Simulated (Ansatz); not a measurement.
Z-matrix (Å, degrees):
```
B
F 1 1.331
Al 1 2.153 2 121.9
O 1 1.351 2 115.5 3 -180.0
F 3 1.660 1 111.2 2 179.9
H 3 1.580 1 131.9 2 -0.1
H 4 0.960 1 113.5 2 -180.0
```

The species carries charge 0 and has multiplicity 1.

(1) List the PBE/def2-TZVPP orbital energies in eV (the Gaussian-basis code of Ansatz). (An estimate is asked.)

## Answers

(1) Computed: Occupied: -1507.12, -660.25, -659.17, -511.33, -178.90, -107.38, -69.50, -69.30, -69.21, -30.27, -28.47, -26.28, -14.73, -12.75, -11.53, -11.14, -10.73, -10.06, -9.68, -9.56, -8.95, -8.71, -6.64. Lowest empty: -2.89, -0.79, -0.09, -0.03, 0.33, 1.48, 2.54, 3.00.
